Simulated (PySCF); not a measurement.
## From computed data to an observable: oscillator strength and radiative lifetime

C2H4ClFOSi, SMILES C[Si@@](F)(Cl)C=O.

The structure is a stationary point at ωB97X-D3(BJ)/def2-SVP. The structure was generated by enumeration; whether it is a known compound was not checked. The values are those of a single conformer.

TDDFT-PBE/def2-SVPD (PySCF) puts the first singlet state with f over 0.02 at 6.67 eV (vertical), with the transition dipole (-0.418, -0.066, 0.329) in atomic units.

Q: Find the oscillator strength, the wavelength and the radiative lifetime that this transition would have in vacuum if emission retraced absorption.

A: 
|μ|² = 0.2873 au, so |μ| = 1.36 D. ΔE = 6.67/27.211 = 0.2451 hartree. f = (2/3) ΔE |μ|² = 0.047 (the program prints 0.047).
λ = 1239.84/6.67 = 186 nm; ν = 53797 cm⁻¹.
Einstein's coefficient A = 0.6670 ν² f s⁻¹ (ν in cm⁻¹) = 9.1e7 s⁻¹, so τ = 1/A = 11 ns. This state is S8; the lower singlets have f = 0.002, 0.001, 0.018, 0.018, 0.019, 0.008, 0.009. The figure is the radiative limit of this one transition; relaxation, internal conversion, crossing to triplets and a medium change what is measured.
